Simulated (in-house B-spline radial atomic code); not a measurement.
Ionisation energies along the 24-electron series, configuration [Ar] 3d6, as differences of self-consistent energies. Dirac energy differences include first-order Breit, QED and recoil terms. NIST's values go from ground level to ground level; the uncertainty of those that are theory runs from under 0.1 % in few-electron ions to several per cent in heavy many-electron ones. Computed with a B-spline radial code for spherical atoms: Dirac-Hartree-Fock, average of the configuration, finite nuclei.

```
  ion  configuration after  ionisation energy (eV)  IE/(q+1)² (eV)  Breit and QED recoil part (eV)  tabulated value (eV)    tabulated kind  computed minus tabulated (eV)
 Fe2+             [Ar] 3d5                    31.7          3.5245                        0.010446                30.651          measured                            1.1
 Co3+             [Ar] 3d5                    53.1           3.319                        0.012138                 51.27    semi-empirical                            1.8
 Ni4+             [Ar] 3d5                    78.1          3.1239                        0.012318                 76.06    semi-empirical                            2.0
 Cu5+             [Ar] 3d5                   106.5          2.9588                        0.011019                   103    semi-empirical                            3.5
 Zn6+             [Ar] 3d5                   138.3          2.8214                       0.0082455                 133.9    semi-empirical                            4.4
 Ga7+             [Ar] 3d5                       ?               ?                               ?                     ?  tabulated theory                              ?
 Ge8+             [Ar] 3d5                   211.4          2.6101                      -0.0020127                 212.5  tabulated theory                           -1.1
 As9+             [Ar] 3d5                   252.8          2.5277                      -0.0096692                   247  tabulated theory                            5.8
Se10+             [Ar] 3d5                   297.3          2.4568                       -0.019146                   291  tabulated theory                            6.3
Br11+             [Ar] 3d5                   344.9          2.3951                        -0.03056                   338  tabulated theory                            6.9
Kr12+             [Ar] 3d5                   395.6           2.341                       -0.044008                   391  tabulated theory                            4.6
Rb13+             [Ar] 3d5                       ?               ?                               ?                     ?  tabulated theory                              ?
Sr14+             [Ar] 3d5                   506.4          2.2506                       -0.077505                   499  tabulated theory                            7.4
Zr16+             [Ar] 3d5                   629.5          2.1781                        -0.12058                   622  tabulated theory                            7.5
Nb17+             [Ar] 3d5                       ?               ?                               ?                     ?  tabulated theory                              ?
Mo18+             [Ar] 3d5                   764.9          2.1188                        -0.17416                   758  tabulated theory                            6.9
```

Fill in the row of Ga7+.

ionisation energy (eV): 173.2; IE/(q+1)² (eV): 2.7068; Breit and QED recoil part (eV): 0.0039265; tabulated value (eV): 169.9; computed minus tabulated (eV): 3.3.

Fill in the row of Rb13+.

ionisation energy (eV): 449.5; IE/(q+1)² (eV): 2.2932; Breit and QED recoil part (eV): -0.059622; tabulated value (eV): 443; computed minus tabulated (eV): 6.5.

Fill in the row of Nb17+.

ionisation energy (eV): 695.6; IE/(q+1)² (eV): 2.1471; Breit and QED recoil part (eV): -0.146; tabulated value (eV): 688; computed minus tabulated (eV): 7.6.

Where a p, d or f electron is removed, the computed value is a mean over both j, so it misses the tabulated one by a part of the spin-orbit splitting; averaging over terms and missing correlation add to the gap, relatively most at low charge.
